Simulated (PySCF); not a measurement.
# Shapes and spin states of CrSe₂²⁺

Level of theory: PySCF, PBE0, basis Cr def2-SVP, Se def2-SVP (no relativity, density fitting).

Relaxations began from a few typed shapes and spin states; open shells are unrestricted. The search is not exhaustive: other isomers or separated fragments can lie lower, and high-lying points may rest on an excited occupation.

| spin | group | bonds | angles | imaginary modes (cm⁻¹) | ΔE (kJ/mol) | ΔE with ZPE (kJ/mol) |
| --- | --- | --- | --- | --- | --- | --- |
| broken-symmetry Ms = 1 (⟨S²⟩ 4.03) | Cs | Cr–Se 2.493 Å, Se–Se 2.264 Å | Cr–Se–Se 107.5° | none | 0.0 | 0.0 |
| singlet (closed shell, unstable to spin polarisation) | C2v | Cr–Se 2.082 Å (×2) | Se–Cr–Se 107.0° | none | 396.7 | 399.2 |
| singlet | D∞h | Cr–Se 2.259 Å (×2) | Se–Cr–Se 180.0° | 158i, 154i, 42i | 615.5 | – |

The lowest minimum found is the broken-symmetry Ms = 1 (⟨S²⟩ 4.03) Cs: Cr–Se 2.493 Å, Se–Se 2.264 Å; Cr–Se–Se 107.5°.

For the lowest minimum: the determinant is spin-contaminated (⟨S²⟩ = 4.03, pure value 2.00). With open d or f shells other occupations or spin states may lie lower.

The electron or spin density has lower symmetry than the nuclear frame for the singlet D∞h at 615.5 kJ/mol.
